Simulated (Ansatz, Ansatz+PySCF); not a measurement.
```yaml
atoms:
  - { symbol: C, position_ang: [0.0003, 0.0005, -1.1740] }
  - { symbol: C, position_ang: [0.0006, 0.0007, 0.2785] }
  - { symbol: N, position_ang: [0.0009, -0.0004, 1.4350] }
  - { symbol: H, position_ang: [0.0001, -1.0308, -1.5564] }
  - { symbol: H, position_ang: [-0.8934, 0.5147, -1.5556] }
  - { symbol: H, position_ang: [0.8937, 0.5150, -1.5551] }
```

Basis set: def2-SVP (spherical functions). Frozen core: 3 orbitals. Charge 0, multiplicity 3.

Computed with Ansatz (development build ahead of 0.2.0); each method stands on the lowest determinant of its kind that the runs found.

Problem. Give the atomization energy at this shape (free ground-state atoms in the same class of orbitals less the molecule, no zero-point energy) of triplet C2H3N by UHF-MP2, UHF.

Solution.

| method | atomization energy |
| --- | --- |
| UHF-MP2 | 1773.2 kJ/mol |
| UHF | 1286.5 kJ/mol |

Caution: another spin multiplicity may lie lower; the determinant breaks the point group.
